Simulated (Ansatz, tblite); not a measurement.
Forces on Sr4Te4⁺ at its PBE-D4/def2-SVP geometry. Total charge 1; doublet.

In the def2 sets Sr, Te take a core potential; there is no spin–orbit coupling. The xTB rows come from tblite. The structure comes from a short search, and lower isomers may exist.

GFN1-xTB (tblite), largest force 0.82 eV/Å:

```xyz
8
positions Å, forces eV/Å
Sr    2.069   -0.527    1.239   -0.342    0.037   -0.146
Sr   -1.876   -1.301    0.935    0.318    0.167   -0.096
Sr    0.405   -1.026   -2.654   -0.092    0.310    0.399
Sr   -0.587    2.748    0.607    0.105   -0.437   -0.248
Te    0.591   -2.928   -0.202   -0.161    0.799    0.053
Te    1.695    1.545   -1.271   -0.413   -0.436    0.379
Te   -0.352    0.660    2.899    0.096   -0.179   -0.791
Te   -1.946    0.830   -1.552    0.488   -0.261    0.450
```

GFN2-xTB (tblite), largest force 0.47 eV/Å:

```
Sr -0.205 0.061 -0.133
Sr 0.151 0.072 -0.037
Sr -0.023 0.081 0.073
Sr 0.021 -0.085 -0.071
Te 0.040 -0.078 -0.069
Te 0.443 -0.017 0.154
Te -0.003 0.086 0.072
Te -0.423 -0.121 0.012
```

PBE-D4/def2-TZVP (Ansatz), largest force 0.10 eV/Å:

```
Sr -0.074 0.009 -0.032
Sr 0.066 0.037 -0.021
Sr -0.013 0.028 0.091
Sr 0.020 -0.092 -0.014
Te -0.010 0.057 -0.010
Te -0.056 -0.030 0.017
Te 0.004 -0.001 -0.059
Te 0.061 -0.009 0.028
```
